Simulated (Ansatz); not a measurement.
Relaxed structures of BHTeF, doublet (PBE0-D4/def2-TZVP; forces vanish, vibrations not checked; lower isomers may exist, and structures with a doubtful reference or unclear bonds are left out; Å). Ansatz 0.2.0; basis: def2-TZVPP; cores frozen in the correlated methods; orbitals are unrestricted. Filled d shells of the heavier atoms are correlated. Core potentials replace the inner electrons of the atoms past krypton. The def2 sets are not built for correlating such inner shells, so the correlated values are less sure here.

(1) Rank them by CCSD(T) energy, lowest first, and give each one's height above the lowest. Links in brackets join atoms within 1.22 times the sum of their covalent radii (1.1 for two metals). (To be estimated.)
A.
BHTeF ([F][B][TeH])
```
4
angstrom
F -1.1629 1.2166 -0.7810
B -0.6213 0.3912 0.0664
Te 1.3403 -0.4747 -0.0951
H 1.7321 0.2746 -1.5302
```
B.
BHTeF ([F][BH][Te])
```
4
angstrom
F -0.1008 0.9991 -1.0197
B -0.1840 0.1045 -0.0536
Te 1.5223 -1.0077 0.5940
H -1.2375 -0.0959 0.4793
```
C.
BHTeF ([BH][Te][F])
```
4
angstrom
F -0.4849 1.6131 -1.5478
B -0.0511 -0.5860 0.6315
Te 0.8955 0.4629 -0.7606
H -0.7510 -1.1244 1.4122
```

No T1 diagnostic of these runs exceeds 0.024. ⟨S²⟩ of the unrestricted Hartree–Fock references: 0.76 to 0.77 (a pure state has 0.75).

Results:

(1) The calculation gives: B (0.000 eV), A (1.468 eV), C (3.062 eV). Heights count from the lowest.

For scale, one of the runs: CCSD(T)/def2-TZVPP, 126 basis functions, launched by `ansatz run in.yaml --threads 2 --pin off --events-out ev --progress --plain --max-ram 4352MiB`. Hardware: 2 CPU threads of an Arm Neoverse V1, shared host. Wall time 97 s; peak host memory 1.7 GiB.
